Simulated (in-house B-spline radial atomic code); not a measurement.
Inner levels of zirconium as electrons are removed. A shift is the extra binding of the orbital against the neutral atom ([Kr] 4d2 5s2). Computed with a radial B-spline atomic code at the basis-set limit: non-relativistic Hartree-Fock, average of the configuration, point nuclei.

This level leaves out relativity, spin-orbit splitting included, which matters for heavy ions.

| ion | configuration | shift of 2p (eV) | shift of 1s (eV) | shift of 3s (eV) | radius of 2p (bohr) | radius of 1s (bohr) | radius of 3s (bohr) | Σ<r²> (bohr²) | change of density at nucleus (bohr⁻³) |
| --- | --- | --- | --- | --- | --- | --- | --- | --- | --- |
| Zr | [Kr] 4d2 5s2 | 0 | 0 | 0 | 0.14372 | 0.038137 | 0.46656 | 70.547 | - |
| Zr+ | [Kr] 4d2 5s1 | ? | ? | ? | ? | ? | ? | ? | ? |
| Zr2+ | [Kr] 4d2 | 14.185 | 14.257 | 14.094 | 0.14372 | 0.038137 | 0.46661 | 30.49 | -7.8735 |
| Zr3+ | [Kr] 4d1 | 27.643 | 27.547 | 27.447 | 0.14372 | 0.038137 | 0.46653 | 24.522 | -5.5928 |
| Zr4+ | [Ar] 3d10 4s2 4p6 | 43.049 | 42.746 | 42.635 | 0.14372 | 0.038137 | 0.4664 | 20.055 | -2.4375 |
| Zr5+ | [Ar] 3d10 4s2 4p5 | 63.29 | 63.439 | 62.248 | 0.14371 | 0.038137 | 0.46611 | 17.371 | 4.0436 |
| Zr6+ | [Ar] 3d10 4s2 4p4 | 84.689 | 85.385 | 82.874 | 0.14371 | 0.038136 | 0.46577 | 14.962 | 11.049 |
| Zr7+ | [Ar] 3d10 4s2 4p3 | ? | ? | ? | ? | ? | ? | ? | ? |
| Zr8+ | [Ar] 3d10 4s2 4p2 | 130.79 | 132.89 | 126.97 | 0.14369 | 0.038135 | 0.46493 | 10.791 | 26.62 |
| Zr9+ | [Ar] 3d10 4s2 4p1 | 155.43 | 158.39 | 150.35 | 0.14367 | 0.038135 | 0.46442 | 8.9656 | 35.179 |
| Zr10+ | [Ar] 3d10 4s2 | 181.09 | 185.02 | 174.59 | 0.14366 | 0.038134 | 0.46386 | 7.2829 | 44.252 |
| Zr11+ | [Ar] 3d10 4s1 | 208.43 | 213.2 | 199.91 | 0.14364 | 0.038134 | 0.46411 | 5.8412 | -19.6 |
| Zr12+ | [Ar] 3d10 | ? | ? | ? | ? | ? | ? | ? | ? |
| Zr13+ | [Ar] 3d9 | 292.85 | 298.3 | 271.29 | 0.14352 | 0.038135 | 0.45929 | 4.1178 | -71.425 |
| Zr14+ | [Ar] 3d8 | 351.39 | 356.71 | 317.99 | 0.14341 | 0.038136 | 0.4548 | 3.7724 | -51.723 |

Task: Fill in the row of Zr+.

Result: shift of 2p (eV): 6.44; shift of 1s (eV): 6.4684; shift of 3s (eV): 6.4117; radius of 2p (bohr): 0.14372; radius of 1s (bohr): 0.038137; radius of 3s (bohr): 0.46659; Σ<r²> (bohr²): 46.594; change of density at nucleus (bohr⁻³): -2.8317.

Task: Fill in the row of Zr7+.

Result: shift of 2p (eV): 107.2; shift of 1s (eV): 108.55; shift of 3s (eV): 104.46; radius of 2p (bohr): 0.1437; radius of 1s (bohr): 0.038136; radius of 3s (bohr): 0.46538; Σ<r²> (bohr²): 12.781; change of density at nucleus (bohr⁻³): 18.577.

Task: Fill in the row of Zr12+.

Result: shift of 2p (eV): 236.67; shift of 1s (eV): 242.36; shift of 3s (eV): 225.92; radius of 2p (bohr): 0.14362; radius of 1s (bohr): 0.038134; radius of 3s (bohr): 0.46376; Σ<r²> (bohr²): 4.4932; change of density at nucleus (bohr⁻³): -89.819.
